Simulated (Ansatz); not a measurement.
System: SnBr3, net charge 1, singlet state. 
Coordinates optimised at B3LYP-D3(BJ)/def2-TZVP (Ansatz, an electronic-structure program):
```xyz
4

Sn     0.0000     0.0000     0.0000
Br    -1.8808    -1.4973     0.0215
Br    -0.3562     2.3776     0.0076
Br     2.2370    -0.8803    -0.0292
```
Charge +1, spin multiplicity 1.

Basis-set convergence of Hartree-Fock and CCSD(T) correlation energies (hartree) with Ansatz. Correlated levels leave the core frozen unless marked. Spin-orbit coupling is left out. The frozen core is the preceding noble-gas configuration, with the filled d and f shells of earlier blocks. In def2 rows, elements after Kr have scalar-relativistic effective core potentials.

```json
[
 {"basis": "def2-SVP", "functions": "122", "E(HF)": "-7929.49301", "E(corr, CCSD(T))": "-0.46539"},
 {"basis": "def2-TZVPP", "functions": "194", "E(HF)": "-7930.45709", "E(corr, CCSD(T))": "-0.61782"},
 {"basis": "def2-QZVPP", "functions": "349", "E(HF)": "-7930.60824", "E(corr, CCSD(T))": "-0.67732"}
]
```

Extrapolating the two largest sets (X = 3 and 4) as X^-3: E(corr) = (64·(-0.67732) - 27·(-0.61782))/37 = -0.7207 Eh, an estimate of the basis-set limit. The largest set recovers 94.0 % of it, the smallest 64.6 %.
